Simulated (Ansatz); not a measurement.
Ansatz (an electronic-structure program) job for SiCl2, SMILES Cl[Si]Cl (connectivity only; charge and spin as stated), neutral, multiplicity 1, PBE-D3(BJ)/def2-TZVP. 

Ansatz 0.2 input:
```yaml
crystal:
  periodic: [false, false, false]
  atoms:
    - {symbol: Si, position_ang: [0.00000000, -0.00000001, 0.93282657]}
    - {symbol: Cl, position_ang: [0.00000000, 1.60665231, -0.38410506]}
    - {symbol: Cl, position_ang: [0.00000000, -1.60665231, -0.38410506]}
basis:
  gaussian:
    orbitals: def2-TZVP
hamiltonian:
  xc: pbe
  dispersion: d3bj
relax: {f_tol: 0.002, max_steps: 200}
```

Program output:

```
WARN ansatz: RAYON_NUM_THREADS=1 ignored (pool sized by the plan → 1); use --threads N
Functional definition: PBE
integrals: 0.04 GiB planned
764 factors; their error is unknown
mean field: 0.26 GiB planned
mean field evaluation 1: about -32910.8015 eV, gradient 1.7e1 eV
mean field evaluation 2: about -32910.2875 eV, gradient 2.4e1 eV
mean field evaluation 4: about -32911.5478 eV, gradient 1.6e0 eV
mean field evaluation 8: about -32911.5471 eV, gradient 1.8e-2 eV
mean field -32911.54711202 eV, -1209.4770481188 hartree, gradient 3.4e-5 eV, S^2 0.000000; 0 other end points of the search recorded, 0 dependent functions left out
the calculation of the forces begins
reference -32911.54714288 eV, -1209.4770492528 hartree; 24, 24 occupied and 87, 87 virtual orbitals, 764 factors
relax step   1: F+E_penalty+E_count = -32911.63598344 eV  Δ(F+E_penalty+E_count) = +0.000e0 eV  max|allowed force component| = 3.854e-1 eV/Å  Δτ_max = 0.0000 Å  (25 SCF iters, accepted)
these checks for a lower state are left out or cut short: starts, cluster_reference, orbital_swaps, neighbouring_geometries, increment
integrals: 0.04 GiB planned
764 factors; their error is unknown
mean field: 0.26 GiB planned
mean field evaluation 16: about -32911.5608 eV, gradient 4.8e-3 eV
mean field -32911.55455749 eV, -1209.4773217348 hartree, gradient 7.9e-5 eV, S^2 0.000000; 0 other end points of the search recorded, 0 dependent functions left out
the calculation of the forces begins
reference -32911.55458848 eV, -1209.4773228737 hartree; 24, 24 occupied and 87, 87 virtual orbitals, 764 factors
relax step   2: F+E_penalty+E_count = -32911.64282935 eV  Δ(F+E_penalty+E_count) = -6.846e-3 eV  max|allowed force component| = 1.033e-1 eV/Å  Δτ_max = 0.0254 Å  (26 SCF iters, accepted)
these checks for a lower state are left out or cut short: starts, cluster_reference, orbital_swaps, neighbouring_geometries, increment
integrals: 0.04 GiB planned
764 factors; their error is unknown
mean field: 0.26 GiB planned
mean field -32911.55493574 eV, -1209.4773356352 hartree, gradient 8.4e-5 eV, S^2 0.000000; 0 other end points of the search recorded, 0 dependent functions left out
the calculation of the forces begins
reference -32911.55496674 eV, -1209.4773367746 hartree; 24, 24 occupied and 87, 87 virtual orbitals, 764 factors
relax step   3: F+E_penalty+E_count = -32911.64329695 eV  Δ(F+E_penalty+E_count) = -4.676e-4 eV  max|allowed force component| = 1.608e-3 eV/Å  Δτ_max = 0.0071 Å  (26 SCF iters, accepted)
integrals: 0.04 GiB planned
764 factors; their error is unknown
mean field: 0.26 GiB planned
mean field evaluation 32: about -32911.5552 eV, gradient 1.5e0 eV
mean field -32911.55493574 eV, -1209.4773356352 hartree, gradient 8.4e-5 eV, S^2 0.000000; 1 other end points of the search recorded, 0 dependent functions left out
the calculation of the forces begins
reference -32911.55496674 eV, -1209.4773367746 hartree; 24, 24 occupied and 87, 87 virtual orbitals, 764 factors
Total energy: -32911.64332795 eV, -1209.4805839892 hartree
Atom 0 at     0.000000    -0.000000     0.937703 Å, force     0.000000    -0.000000     0.001608 eV/Å
Atom 1 at    -0.000000     1.627611    -0.386543 Å, force     0.000000     0.001081    -0.000804 eV/Å
Atom 2 at    -0.000000    -1.627611    -0.386543 Å, force    -0.000000    -0.001081    -0.000804 eV/Å
Dipole moment:     0.000000     0.000000     0.181477 e Å
```

The run converged.
